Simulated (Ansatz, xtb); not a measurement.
Pulling on the Ge1–H4 bond in GeH4O2 (SMILES [OH][GeH2][OH]) (multiplicity 1 held, fragments rigid). Energies count from the point at 1.534 Å.
Geometry at that point (charge 0, multiplicity 1):
```xyz
7

Ge     0.339    -0.066     0.008
O     -0.429     1.433     0.605
O     -0.907    -1.174    -0.635
H      1.027    -0.638     1.253
H      1.244     0.198    -1.202
H     -0.883     1.924    -0.088
H     -1.541    -1.454     0.033
```

U- levels take the lowest unrestricted solution at each point, which mixes spins at long bonds. Active spaces are followed from a long bond inwards. Curves can end on different states.

Cores are frozen in the correlated methods. Filled d and f shells under p-block atoms count as core.

Programs: Ansatz (an electronic-structure program); xtb for the GFN methods.  The GFN methods have no spin term and hold the electronic entropy of 300 K.

Energies in eV.

```csv
R (Å),GFN2-xTB,U-MP2/cc-pVDZ,U-SCS-MP2/cc-pVDZ,U-CCSD(T)/cc-pVDZ,"SC-NEVPT2 on CASSCF(2,2)/cc-pVDZ","FIC-MRCISD+Q on CASSCF(2,2)/cc-pVDZ"
1.227,1.12,1.36,1.37,1.38,1.41,1.37
1.380,0.12,0.26,0.27,…,0.30,0.27
1.534,0.00,0.00,0.00,0.00,0.00,0.00
1.687,0.17,0.18,0.17,0.16,0.13,0.16
1.840,0.44,0.58,0.57,0.53,0.48,0.54
2.071,0.91,1.35,1.33,1.24,1.16,1.25
2.301,1.42,2.37,2.40,1.95,1.82,1.95
2.684,2.20,3.27,3.36,2.92,2.71,2.86
3.067,2.82,3.55,3.66,3.52,3.24,3.41
3.528,3.35,3.66,3.77,…,3.53,3.71
4.141,3.75,3.69,3.80,3.82,3.64,3.82
4.908,3.94,3.70,3.81,…,3.67,3.85
```

Problem. Complete the blanks.

Solution. 
- 1.380, U-CCSD(T)/cc-pVDZ: 0.28
- 4.908, U-CCSD(T)/cc-pVDZ: 3.83
- 3.528, U-CCSD(T)/cc-pVDZ: 3.76

Doubts at one or more of the structures used: a spin-contaminated determinant (U-MP2/cc-pVDZ, U-SCS-MP2/cc-pVDZ, U-CCSD(T)/cc-pVDZ); T1 above 0.05 (U-CCSD(T)/cc-pVDZ).
